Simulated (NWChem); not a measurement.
System: SiH₃TeOF; SMILES F[Te]O[SiH3]

The following NWChem deck was run.

```
start job
memory heap 200 mb stack 900 mb global 1100 mb
geometry units angstroms noautoz
  Te     0.151292    -0.840934     0.213907
  F     -1.719388    -1.000648    -0.266838
  O      0.456988     0.938588    -0.570651
  Si    -0.031651     2.394539     0.124266
  H     -1.519636     2.478663     0.188508
  H      0.510287     3.470974    -0.750246
  H      0.526295     2.523360     1.505329
end
basis spherical
  * library def2-svpd
end
ecp
  Te library def2-ecp
end
dft
  xc xcamb88 1.00 lyp 0.81 vwn_5 0.19 hfexch 1.00
  cam 0.33 cam_alpha 0.19 cam_beta 0.46
  iterations 150
end
tddft
  cis
  nroots 6
  notriplet
end
task tddft energy
```

The geometry was optimised at PBE0/def2-SVP. Not confirmed as a minimum by frequencies. def2 effective core potentials on Te; no spin-orbit coupling.

Vertical excitations in the gas phase.

Problem. Give the results of this calculation. (CAM-B3LYP/def2-SVPD with def2 effective core potentials on Te, TDA.) Quantities: lowest excitation, singlet (eV); oscillator strength of that lowest state; lowest state with f > 0.02, singlet (eV); oscillator strength of that bright state; orbital gap (eV).

Solution. The lowest excitation, singlet (eV) is 2.46. The oscillator strength of that lowest state is 0.000. The lowest state with f > 0.02, singlet (eV) is 5.81. The oscillator strength of that bright state is 0.110 and the orbital gap (eV) comes out as 6.34.
